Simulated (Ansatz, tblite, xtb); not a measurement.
## BSiH4ClO2 (SMILES OB(Cl)O[SiH3]): the dipole moment, rung by rung

BSiH4ClO2 has 9 atoms, charge 0, and is taken as a singlet. As SMILES, `OB(Cl)O[SiH3]`. The coordinates come from a PBE0-D4/def2-TZVP relaxation. This is one conformer, not always the lowest.

```jsonl
{"atom": "O", "x (Å)": "-1.4888", "y (Å)": "0.4911", "z (Å)": "0.7231"}
{"atom": "B", "x (Å)": "-0.2300", "y (Å)": "0.9932", "z (Å)": "0.6860"}
{"atom": "Cl", "x (Å)": "0.1507", "y (Å)": "2.5106", "z (Å)": "1.5249"}
{"atom": "O", "x (Å)": "0.7445", "y (Å)": "0.3547", "z (Å)": "0.0179"}
{"atom": "Si", "x (Å)": "0.7410", "y (Å)": "-1.0544", "z (Å)": "-0.8580"}
{"atom": "H", "x (Å)": "-2.1039", "y (Å)": "1.0276", "z (Å)": "1.2281"}
{"atom": "H", "x (Å)": "2.1262", "y (Å)": "-1.2430", "z (Å)": "-1.3441"}
{"atom": "H", "x (Å)": "-0.1933", "y (Å)": "-0.9364", "z (Å)": "-2.0037"}
{"atom": "H", "x (Å)": "0.3422", "y (Å)": "-2.1897", "z (Å)": "0.0088"}
```

Quantity: the dipole moment, in D. The values are calculated.

```
        level            kind  program  value (D)
     GFN2-xTB  semi-empirical   tblite       2.14
     GFN0-xTB  semi-empirical      xtb       1.57
     GFN1-xTB  semi-empirical      xtb       1.99
    HF/STO-3G    Hartree–Fock   Ansatz       2.81
     HF/3-21G    Hartree–Fock   Ansatz       2.49
  HF/def2-SVP    Hartree–Fock   Ansatz       1.54
   HF/cc-pVTZ    Hartree–Fock   Ansatz       1.41
 PBE/6-311G**             GGA   Ansatz       1.74
 BLYP/cc-pVTZ             GGA   Ansatz       1.37
r2SCAN/STO-3G        meta-GGA   Ansatz       2.78
```

The values span 1.37 to 2.81 D. Sets without polarisation functions give poor dipoles.
